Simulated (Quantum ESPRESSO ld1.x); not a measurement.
Ho, configuration [Xe] 4f11 6s2. Calculated with ld1.x of Quantum ESPRESSO 7.5: scalar-relativistic Kohn-Sham, PBE, spin-unpolarised, spherical densities, point nucleus.

Normalised radial functions P(r) = r R(r), r in bohr:

```
   r/bohr * 4p, o 6s (the largest magnitude, 1.47, reaches the edge; | marks zero, & curves that meet)
 0.002223                             &
 0.003038                             *o
  0.00415                             |&
 0.005669                             |&
 0.007683                             |o*
   0.0105                             |o *
  0.01434                             |o  *
  0.01959                             o     *
  0.02676                             o        *
  0.03656                            o|          *
  0.04995                            o|          *
   0.0677                            o|       *
  0.09249                            *o
   0.1264                  *          |o
   0.1726            *                | o
   0.2358                     *       |o
   0.3222                           o |          *
   0.4401                          o  |                          *
   0.5965                             o                          *
   0.8149                             |   o          *
    1.113                             |   o*
    1.521                             o*
    2.078                       o     *
    2.839                    o        *
    3.878                   o         *
    5.256                      o      *
     7.18                          o  *
    9.809                            o*
     13.4                             &
```

4p: eigenvalue -302.99 eV, 2 radial nodes at r = 0.0903, 0.272 bohr, <r> = 0.550 bohr, 90 % of the charge inside 0.800 bohr. 6s: eigenvalue -3.788 eV, 5 radial nodes at r = 0.0250, 0.0994, 0.258, 0.601, 1.55 bohr, <r> = 4.07 bohr, 90 % of the charge inside 6.05 bohr.
